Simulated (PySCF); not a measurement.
Field gradients at the hydrogen positions

Compound: C₇H₈.
Z-matrix (Å and degrees, GFN2-xTB geometry), rows numbered from 1:
```
C 
C   1  1.4808
C   2  1.3321  1  136.33
C   3  1.5129  2   94.50  1  -177.14
C   4  1.5126  3  114.04  2    83.20
C   5  1.3291  4   94.26  3   -83.44
C   6  1.5111  5   94.37  4     0.02
H   1  1.0903  2  109.96  3   119.60
H   1  1.0904  2  110.57  3  -121.54
H   1  1.0878  2  110.44  3    -0.82
H   3  1.0738  2  134.71  1    -0.41
H   4  1.0839  3  119.29  2  -127.13
H   5  1.0739  4  130.74  3    93.81
H   6  1.0740  5  134.90  4   177.40
H   7  1.0839  2  119.26  1   -55.34
```

Level: PBE0/pcSseg-1 (PySCF, non-relativistic); Q(2H) = 0.00286 b; rigid geometry, the same for H and D, with no vibrational averaging.

Question: Rank these positions by the coupling χzz of a deuteron there, largest first.
A. H15 (methine hydrogen)
B. H8 (methyl hydrogen)
C. H13 (vinylic hydrogen)

Answer: C (232 kHz), A (219 kHz), B (209 kHz).

Question: What are Vzz, η and χzz (234.96 MHz × Q × Vzz) at all hydrogens?

Answer: 
```
atom  bonded to  bond length (Å)  Vzz (au)     η  χzz (kHz)
  H8         C1            1.090    0.3106  0.02        209
  H9         C1            1.090    0.3103  0.02        209
 H10         C1            1.088    0.3145  0.02        211
 H11         C3            1.074    0.3468  0.04        233
 H12         C4            1.084    0.3263  0.01        219
 H13         C5            1.074    0.3457  0.03        232
 H14         C6            1.074    0.3459  0.03        232
 H15         C7            1.084    0.3266  0.01        219
```

Question: A static deuteron (I = 1) shows a doublet split by (3/2)χ, (3/4)χ(1 + η) and (3/4)χ(1 − η) with the field along z, y and x of the gradient. What are these for H9?

Answer: With |χ| = 208.5 kHz and η = 0.018: 313, 159 and 154 kHz, to first order and without motion.

Geometry: GFN2-xTB; no solvent, vibrations or thermal averaging. GFN2-xTB bond lengths can be off by several hundredths of an ångström, more for odd bonds, and the gradients follow them. A larger basis could move these couplings by a tenth or more.

These values come from a run that also computed NMR shieldings. Hardware: one thread of an Arm Neoverse V1, on a shared host. Cost: 17 s of wall time, 0.73 GiB resident at most.
